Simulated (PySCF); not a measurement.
Predicted microwave data (PBE0/pcSseg-1 in PySCF (dipole) on a GFN2-xTB geometry, gas phase) for one isomer of C7H15P:

```
Rotational constants : A = 4829, B = 679.9, C = 631.2 MHz
Dipole components    : |μa| = 0.09 D, |μb| = 0.83 D, |μc| = 0.99 D
Inertial defect      : -47.26 u·Å²
κ                    : -0.98
```

Question: Which structure is it? (One computed conformer of each.)
A. `[CH3:1][PH:2][CH:3]1[CH2:4][CH2:5][CH2:6][CH2:7][CH2:8]1` with C1–P2–C3–C4 -78°, P2–C3–C4–C5 -178°, C3–C4–C5–C6 58°, C4–C5–C6–C7 -58°, C5–C6–C7–C8 58°
B. `[CH3:1][CH2:2]/[CH:3]=[P:4]/[CH2:5][CH2:6][CH2:7][CH3:8]` with C1–C2–C3–P4 -115°, C3–P4–C5–C6 93°, P4–C5–C6–C7 178°, C5–C6–C7–C8 180°
C. `[CH3:1][CH2:2][CH2:3][PH:4][CH:5]1[CH2:6][CH2:7][CH2:8]1` with C1–C2–C3–P4 179°, C2–C3–P4–C5 166°, C3–P4–C5–C6 -177°, P4–C5–C6–C7 -129°, C5–C6–C7–C8 11°, C6–C7–C8–C5 -11°, P4–C5–C8–C7 129°

Answer: C. It is CCCPC1CCC1, a near-prolate asymmetric top, point group C1. The candidates at the same level (rigid rotor, commonest isotopes):

```
     SMILES  A (MHz)  B (MHz)  C (MHz)  μa (D)  μb (D)  μc (D)  Δ (u·Å²)  point group                        rotor
CC/C=P/CCCC     4470    536.5    515.4    0.26    1.13    0.65    -74.55           C1  near-prolate asymmetric top
 CCCPC1CCC1     4829    679.9    631.2    0.09    0.83    0.99    -47.26           C1  near-prolate asymmetric top
 CPC1CCCCC1     3409    996.5    846.3    0.56    0.49    1.14    -58.29           C1               asymmetric top
```

`CC/C=P/CCCC` has B 21 % too low; `CPC1CCCCC1` has B 47 % too high. No structure here is proved a minimum.
